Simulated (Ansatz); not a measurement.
Relaxation of BClFH$_{5}$Si (9 atoms, charge 0, multiplicity 1), to a largest force component of 0.03 eV/Å in at most 50 steps.

Computed with Ansatz, RKS PBE0/def2-SVP.

```xyz
9
Properties=species:S:1:pos:R:3
B -0.032 -0.544 -0.301
H 0.726 0.385 1.773
Cl 1.192 0.387 -1.167
F -1.247 -0.029 -0.276
Si 0.372 -2.291 0.530
H 0.092 -3.401 -0.439
H 1.808 -2.370 0.937
H -0.492 -2.503 1.733
H 0.443 -0.166 2.140
```

Problem. Where does it end, and by what steps?

Solution. The forces met the threshold. The force dipped under the threshold on the way, but the program's further checks kept it going. After 20 steps the energy has fallen by 0.163 eV; H9 moved furthest, 0.80 Å.

| step | energy less start (eV) | largest force component (eV/Å) | accepted |
| --- | --- | --- | --- |
| 0 | 0.0000 | 1.360 | yes |
| 1 | -0.1114 | 0.513 | yes |
| 2 | -0.1268 | 0.636 | yes |
| 3 | -0.1325 | 0.785 | yes |
| 4 | -0.1232 | 0.883 | no |
| 5 | -0.1493 | 0.526 | yes |
| 6 | -0.1564 | 0.290 | yes |
| 7 | -0.1579 | 0.177 | yes |
| 8 | -0.1581 | 0.236 | yes |
| 9 | -0.1610 | 0.045 | yes |
| 10 | -0.1615 | 0.076 | yes |
| 11 | -0.1618 | 0.059 | yes |
| 12 | -0.1620 | 0.035 | yes |
| 13 | -0.1622 | 0.099 | yes |
| 14 | -0.1613 | 0.257 | no |
| 15 | -0.1628 | 0.010 | yes |
| 16 | -0.1630 | 0.037 | yes |
| 17 | -0.1631 | 0.047 | yes |
| 18 | -0.1632 | 0.044 | yes |
| 19 | -0.1633 | 0.035 | yes |
| 20 | -0.1634 | 0.028 | yes |

```xyz
9
Properties=species:S:1:pos:R:3
B -0.101 -0.636 -0.382
H 1.085 0.598 2.186
Cl 1.098 0.239 -1.325
F -1.287 -0.077 -0.256
Si 0.333 -2.452 0.418
H 0.245 -3.483 -0.664
H 1.726 -2.457 0.958
H -0.626 -2.816 1.506
H 0.388 0.553 2.490
```

Whether the end is a true minimum wasn't checked by a vibrational analysis.

The run took 37 s on 2 threads of Intel(R) Xeon(R) Platinum 8488C (Sapphire Rapids), on a shared host, peak memory 0.19 GiB.
